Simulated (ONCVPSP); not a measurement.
**Co (Z = 27): excitation energies, all-electron against ONCV**

- Element: Co (Z = 27)
- Generator: ONCVPSP 4.0.1
- Type: optimised norm-conserving Vanderbilt (ONCV)
- Functional: PBEsol
- Relativity: scalar-relativistic
- Frozen core: [Ne]
- Valence charge: 17
- Reference configuration: 3s2 3p6 3d7 4s2
- Partial waves: 3s+4s: rc 1.50 bohr, ncon 3, nbas 7, qcut 6.3 1/bohr, 2 projectors; 3p: rc 1.20 bohr, ncon 4, nbas 7, qcut 9.4 1/bohr, 3 projectors, debl 0.7 Ha; 3d: rc 1.50 bohr, ncon 4, nbas 8, qcut 10.6 1/bohr, 2 projectors, debl 0.9 Ha; f scattering state at 0.06 Ha: rc 1.25 bohr, ncon 4, nbas 8, qcut 8.2 1/bohr, 3 projectors, debl 0.3 Ha
- Local potential: polynomial inside 0.80 bohr (lpopt 5, dvloc0 1 Ha)
- Core correction: Teter function, fcfact 4, rcfact 1.05

In the p channel the program set the typed energies aside and used -2.407, 0.250, 0.950 Ha.

Energies are relative to the spin-unpolarised reference configuration 3s2 3p6 3d7 4s2; without spin polarisation the order of configurations can differ from experiment.

Q: Give the all-electron excitation energy and the error of the potential for: 3s2 3p6 3d7 4s1; 3s2 3p6 3d7 4s0; 3s2 3p6 3d6 4s0; 3s2 3p6 3d7 4s1 4p1.

A:

| valence configuration | charge | ΔE all-electron (eV) | error AE − PS (meV) |
| --- | --- | --- | --- |
| 3s2 3p6 3d7 4s1 | +1 | 9.046 | +0.6 |
| 3s2 3p6 3d7 4s0 | +2 | 25.744 | +4.3 |
| 3s2 3p6 3d6 4s0 | +3 | 61.581 | +16 |
| 3s2 3p6 3d7 4s1 4p1 | 0 | 4.383 | -0.1 |

Levels in the configuration 3s2 3p6 3d7 4s1:

```tsv
level	all-electron (eV)	pseudo (eV)
3s	-110.964	-110.984
3p	-74.350	-74.357
3d	-16.989	-17.001
4s	-12.759	-12.756
```

Note: ghosts flagged at negative energy: f at -110.7 eV; no localised positive-energy state flagged. A true bound ghost makes a file unfit for plane-wave use.
